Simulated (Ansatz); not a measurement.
The cluster Pt₄. Charge 0, multiplicity 1. Geometry PBE0-D4/def2-SVP.

Cartesian coordinates in Å:
```
Pt 0.7637 1.2912 -0.8363
Pt 1.2849 -0.0953 1.1357
Pt -1.5294 0.3981 -0.6726
Pt -0.5192 -1.5940 0.3731
```

In the def2 sets Pt takes a core potential; there is no spin–orbit coupling. The restricted singlet is unstable towards broken spin symmetry at other levels; at LDA (SPW92)/def2-TZVP, PBE0-D4/def2-SVP, CAM-B3LYP-D4/def2-TZVP this wasn't settled. At r2SCAN-D4/def2-TZVP, PBE0-D4/def2-TZVP the restricted singlet is unstable: a solution with broken spin symmetry lies lower. The geometry of the singlet was relaxed on an unsound state (restricted singlet, unstable towards broken spin symmetry at other levels and untested here). The structure comes from a short search, and lower isomers may exist.

Estimate the orbital energies around the gap (eV) in Ansatz with LDA (SPW92)/def2-TZVP, r2SCAN-D4/def2-TZVP, PBE0-D4/def2-SVP, PBE0-D4/def2-TZVP, CAM-B3LYP-D4/def2-TZVP.


| orbital | LDA (SPW92)/def2-TZVP | r2SCAN-D4/def2-TZVP | PBE0-D4/def2-SVP | PBE0-D4/def2-TZVP | CAM-B3LYP-D4/def2-TZVP |
| --- | --- | --- | --- | --- | --- |
| HOMO−13 | -7.46 | -7.38 | -8.43 | -8.37 | -9.72 |
| HOMO−12 | -7.46 | -7.38 | -8.43 | -8.37 | -9.72 |
| HOMO−11 | -7.13 | -7.04 | -8.12 | -8.06 | -9.42 |
| HOMO−10 | -6.52 | -6.39 | -7.37 | -7.31 | -8.61 |
| HOMO−9 | -6.51 | -6.39 | -7.37 | -7.31 | -8.61 |
| HOMO−8 | -6.26 | -6.14 | -7.02 | -6.96 | -8.19 |
| HOMO−7 | -5.45 | -5.33 | -6.22 | -6.18 | -7.41 |
| HOMO−6 | -5.45 | -5.33 | -6.22 | -6.18 | -7.41 |
| HOMO−5 | -5.35 | -5.23 | -6.13 | -6.09 | -7.36 |
| HOMO−4 | -5.24 | -5.13 | -6.10 | -6.07 | -7.35 |
| HOMO−3 | -5.21 | -5.10 | -6.04 | -6.00 | -7.24 |
| HOMO−2 | -5.21 | -5.10 | -6.04 | -6.00 | -7.24 |
| HOMO−1 | -5.18 | -5.05 | -6.02 | -5.98 | -7.24 |
| HOMO | -5.16 | -5.04 | -5.99 | -5.96 | -7.20 |
| LUMO | -4.96 | -4.42 | -3.45 | -3.41 | -2.48 |
| LUMO+1 | -4.81 | -4.22 | -3.39 | -3.38 | -2.48 |
| LUMO+2 | -4.81 | -4.22 | -3.39 | -3.38 | -2.30 |
| LUMO+3 | -3.08 | -2.46 | -1.70 | -1.72 | -0.87 |
| LUMO+4 | -1.51 | -0.94 | -0.34 | -0.42 | 0.36 |
| LUMO+5 | -1.50 | -0.90 | -0.34 | -0.39 | 0.37 |
